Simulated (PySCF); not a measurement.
AlFHI, SMILES [F][AlH][I].

The structure is a stationary point at B3LYP-D3(BJ)/def2-TZVP. The def2 effective core potentials stand for the cores of I; spin–orbit coupling is left out.

Level of theory: PySCF with HF/def2-TZVPD.

Symmetry labels are those of the subgroup Cs that the program uses (full group Cs).

**Question.** List the valence orbital energies around the gap with their symmetry. (An estimate is asked for; the answer gives what the named calculation found.)

**Answer.** 
```tsv
orbital	symmetry	energy (eV)
HOMO−7	A'	-24.50
HOMO−6	A'	-18.85
HOMO−5	A'	-17.42
HOMO−4	A"	-17.31
HOMO−3	A'	-14.44
HOMO−2	A'	-12.02
HOMO−1	A"	-10.72
HOMO	A'	-10.58
LUMO	A"	0.97
LUMO+1	A'	0.97
LUMO+2	A'	1.42
LUMO+3	A'	1.45
```
